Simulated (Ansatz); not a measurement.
W(SH)F5 (HWSF5). The state is a singlet with charge 0. Geometry PBE-D4/def2-SVP, basis def2-TZVP, Ansatz.

Cartesian coordinates in Å:
```
W -0.1839 0.3497 0.1848
S 0.1712 -1.9838 -0.1651
H 1.1271 -1.9011 -1.1319
F -0.2454 2.2350 0.2394
F -1.4201 -0.2494 1.4373
F 1.1238 0.5157 -1.1399
F -1.6075 0.5119 -1.0192
F 1.0348 0.5222 1.5946
```

```
run  HOMO (eV)  LUMO (eV)
  A      -7.65      -5.30
  B      -8.96      -4.75
  C      -8.48      -5.16
  D     -11.16      -2.61
```

In the def2 sets W takes a core potential; there is no spin–orbit coupling.

Task: The runs used PBE, PBE0, r2SCANh, ωB97X-V. Estimate which is which.

Result: A PBE (0 % exact exchange); B PBE0 (25 % exact exchange); C r2SCANh (10 % exact exchange); D ωB97X-V (range-separated). Exact exchange lowers occupied and raises empty levels; among semilocal functionals meta-GGAs tend to open the gap a little, and such runs are hard to tell apart. The gap grows from 2.35 eV (PBE) to 8.55 eV (ωB97X-V).
